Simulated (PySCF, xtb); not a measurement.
Hf(F)4 anion (F₄Hf), SMILES [F][Hf]([F])([F])[F] (connectivity only; charge and spin as stated), charge -1, multiplicity 2.

Harmonic wavenumbers (cm⁻¹) from xtb with GFN2-xTB at its own minimum, in rising order: 76, 120, 128, 128, 161, 420, 424, 444, 444.

**Question.** What does r2SCAN-D4/def2-SVPD (PySCF) give at its own minimum? (Estimate from the structure and the level; the computed values follow.)

**Answer.** 83, 106, 147, 147, 205, 533, 534, 534, 569. Paired by order, the mean absolute difference is 60 cm⁻¹ and the zero-point energies are 3.4 and 4.1 kcal/mol.
